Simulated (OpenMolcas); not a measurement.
**Fe+: effect of the IPEA shift**

| Item | Value |
| --- | --- |
| Program | OpenMolcas |
| Basis | ANO-RCC-VTZP [6s5p3d2f1g] |
| Scalar Hamiltonian | DKH2, point nucleus |
| Active space | 7 electrons in 11 orbitals (3d 4s 4d) |
| State averaging | 2S+1 = 6 even, 5 roots; 2S+1 = 4 even, 12 roots kept (CI in the orbitals of an earlier block) |
| Spin-orbit coupling | RASSI with atomic mean-field integrals over the reference wave functions, term energies averaged over their components |

Methods on the same reference wave functions:
A. CASSCF
B. SS-CASPT2, IPEA 0 Eh, imaginary shift 0.1 Eh (closed shells correlated: 3s 3p)
C. SS-CASPT2, IPEA 0.25 Eh, imaginary shift 0.1 Eh (closed shells correlated: 3s 3p)

Energies in cm⁻¹ above 3d⁶ 4s ⁶D_9/2, the measured ground level; measured values from NIST Handbook of Basic Atomic Spectroscopic Data.

```
        Level      A     B     C  Measured
3d⁶ 4s ⁶D_9/2    0.0   0.0   0.0       0.0
3d⁶ 4s ⁶D_7/2    350   349   349       385
3d⁶ 4s ⁶D_5/2    622   622   622       668
3d⁶ 4s ⁶D_3/2    818   818   818       863
3d⁶ 4s ⁶D_1/2    935   935   936       977
3d⁶ 4s ⁴D_7/2   9942  7720  7940          
3d⁶ 4s ⁴D_5/2  10340  8120  8340          
3d⁶ 4s ⁴D_3/2  10624  8400  8620          
3d⁶ 4s ⁴D_1/2  10795  8570  8790          
   3d⁷ ⁴F_9/2  11860  6200  6010      1873
   3d⁷ ⁴F_7/2  12371  6710  6520      2430
   3d⁷ ⁴F_5/2  12769  7110  6920      2838
   3d⁷ ⁴F_3/2  13053  7400  7200      3117
```

Deviations, from unrounded energies. A percentage is the sum of absolute deviations over the sum of measured energies, with the sign that they share, or ± where signs differ.

| Against measurement | Levels | A | B | C |
| --- | --- | --- | --- | --- |
| mean absolute deviation (cm-1) | 8 | 5000 | 2200 | 2100 |
| fine structure of the ground term (%) | 4 | -5.8 | -5.8 | -5.8 |
| other configurations (%) | 4 | +387.9 | +167.4 | +159.8 |

B, C lie about equally close to measurement and A furthest from it. The largest miss of C in the table is 3d⁷ ⁴F_9/2, by +4100 cm-1. The ranking rests on the paired levels alone, and a cruder setting can come out closer through cancelling errors.

Between B and C the level of the table that moves most is 3d⁶ 4s ⁴D_1/2, by 220 cm-1 (lowest in B, highest in C). Moves below CASPT2's spread within the term are not significant.

The mean deviations of B to C differ by less than CASPT2's widest spread within a term (760 cm-1), so their order carries little weight.

The lowest spin-free term lies below A's lowest term by 0.398 hartree in B, 0.390 hartree in C.

CASPT2 does not keep the components of a term degenerate, so their means are used; among the terms shown or strongly mixed into the levels shown the widest spread is 760 cm-1 (3d⁷ ⁴F, B). Terms from blocks run as CI alone lack orbitals of their own. Active for correlation alone: 4d; no level in the range computed is led by a configuration that fills it, so any true level of that kind is missing. Without dynamic correlation excited terms often stand tens of per cent too high (terms of higher spin than the ground term too low), and those without a measured partner can miss by more than the paired ones (holds for A). Measured partners are found by configuration, term and J. A level has none where our copy of the source lacks it or the pairing is in doubt (some pairs that miss far off the trend of their configuration count as doubtful), and it then counts in no deviation. Only configurations of the active space appear.
